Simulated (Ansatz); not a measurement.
Consider the formal exchange of groups at a B–F bond: `FB(Cl)Cl` + `CC(C)Cc1ccccc1` → `CC(C)CB(Cl)Cl` + `Fc1ccccc1`.

Isolated molecules relaxed with PBE0-D4/def2-TZVP in Ansatz; ΔE leaves out vibrations. CCSD(T)/CBS is the MP2 limit (def2-TZVPP, def2-QZVPP) plus CCSD(T) − MP2 in def2-TZVPP, frozen cores. This one scheme is used for every species. Functionals use def2-TZVPP. B3LYP here is the variant with VWN-RPA as its local correlation; programs differ in this. Each species was taken in one conformer, which may not be the lowest.

Is it downhill or uphill in electronic energy at CCSD(T)/CBS, and by how much? (Estimate.)

Computed: Uphill: ΔE = +166.6 kJ/mol.

What do these levels give: LDA (SPW92), B97M-V, B3LYP-D4, ωB97M-V, r2SCAN, BHLYP, LC-ωPBE, HF/def2-SVP, MP2/def2-SVP, HF/def2-TZVPP, HF/def2-QZVPP, SCS-MP2/def2-QZVPP? (An estimate is asked.)

The calculation gave: LDA (SPW92) 150.5, B97M-V 159.0, B3LYP-D4 160.7, ωB97M-V 158.9, r2SCAN 155.5, BHLYP 160.8, LC-ωPBE 154.2, HF/def2-SVP 163.6, MP2/def2-SVP 188.3, HF/def2-TZVPP 164.0, HF/def2-QZVPP 164.9, SCS-MP2/def2-QZVPP 174.5 kJ/mol.

Largest T1 diagnostic among the species: 0.012.

Leaving LDA and LC-ωPBE aside and taking each functional with its dispersion term where it has one, the values, not all of them listed here, spread over 13.3 kJ/mol, from PBE-D4 to PBE-QIDH. In def2-TZVPP, CCSD(T) changes the Hartree–Fock value by +4.5 kJ/mol (the triples alone add +0.5 kJ/mol) and MP2 by +15.2 kJ/mol.
